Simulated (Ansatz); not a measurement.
Harmonic frequencies (cm⁻¹) at PBE0-D4/def2-TZVP from Ansatz: 74, 80, 243, 318, 480, 504, 575, 676, 749, 830, 909, 935, 938, 976, 1275, 1769, 2220, 2224, 2251, 2263, 3084.

Question: Which molecule is it?
A. `O=C=C=C[SiH3]`
B. `C=C1[SiH2]C1=O`
C. `C#CC(=O)[SiH3]`
D. `NC1(F)C=C1`

Answer: A.
